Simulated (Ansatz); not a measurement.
Reactions of FGeH5OSi, SMILES `O[SiH2][GeH2][F]`.

Gas-phase electronic energies from Ansatz, PBE0-D4/def2-TZVP geometries. CCSD(T)/CBS adds triple-zeta CCSD(T) − MP2 to the extrapolated MP2 energy (def2 sets, frozen cores). This one scheme is used for every species. For Br, Ge outer-core shells are correlated without core-valence functions, which leaves a few kJ/mol of doubt a bond. Scalar relativity is left out up to krypton. Each species was taken in one conformer, which may not be the lowest.

Q: Order these by ΔE at CCSD(T)/CBS, lowest first. (An estimate is asked.)
A. `O[SiH2][GeH2][F]` + H₂O → `[OH][GeH2][F]` + silanol
B. `O[SiH2][GeH2][F]` + `OBF` → `O[SiH2]OBF` + `[F][GeH3]`
C. `O[SiH2][GeH2][F]` + HBr → `[F][GeH2][Br]` + silanol
D. `O[SiH2][GeH2][F]` + `FBS` → `O[SiH2]SBF` + `[F][GeH3]`
E. `O[SiH2][GeH2][F]` + `[OH][AlH2]` → `[OH][AlH][SiH2]O` + `[F][GeH3]`
F. `O[SiH2][GeH2][F]` + NH₃ → `[NH2][GeH2][F]` + silanol

A: B (-1.03 eV), C (-0.77 eV), D (-0.60 eV), A (-0.32 eV), F (-0.16 eV), E (+0.21 eV).

Largest T1 diagnostic: 0.014, for `FBS`.
